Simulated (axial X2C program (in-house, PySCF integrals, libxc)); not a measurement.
## Worked dissociation energy of TcC⁺: CCSD(T), spin-free

All values were computed with an axial X2C code built on PySCF integrals. Spin-free means the one-electron spin-free X2C Hamiltonian. Basis: Tc dyall-cv3z [12s12p8d5f3g], C dyall-v3z [7s6p2d1f] (cores contracted in-house); Gaussian nuclei, density fitting, unrestricted open shells. Masses: Tc 98.907 u, C 12.000 u.

Molecular state: M_S = 1, Λ = 0 (beyond evenly filled blocks: δ+α, δ-α).

Correlated methods: 10 electrons correlated (number of frozen shells: Tc 4 s, 3 p, 1 d; C 1 s), 258 virtual spin orbitals or spinors in MP2, 90 natural virtuals in coupled cluster.

- E(Tc+) (2M_S = 6, M_L = 0): -4282.988528 hartree
- E(C) (2M_S = 2, M_L = 1): -37.799364 hartree
- E(TcC⁺) at Re: -4320.972788 hartree
- ωe: 1167.7 cm⁻¹

Q: Work out De and D0.

A: De = -4282.988528 + (-37.799364) − (-4320.972788) = 0.18490 hartree = 5.031 eV. The zero-point energy is ωe/2 = 584 cm⁻¹ = 0.072 eV, so D0 = 4.959 eV.

The state is a single determinant with fixed occupations, the lowest that a limited PBE0 search found. Dissociation energies refer to the lowest single-determinant-based atoms at the same level and basis. CCSD and (T) use frozen natural virtuals with an MP2 correction for the truncation; (T) itself is uncorrected, so its De runs slightly low. The determinant is spin-polarised beyond a pure state at some levels (its spin-free form has ⟨S²⟩ too high), which makes Re and μ there less reliable. The T1 diagnostic is large, a sign of multireference character.

Each atomic determinant is the lowest at this level and need not be a pure term. Totals compare only within one Hamiltonian and basis.
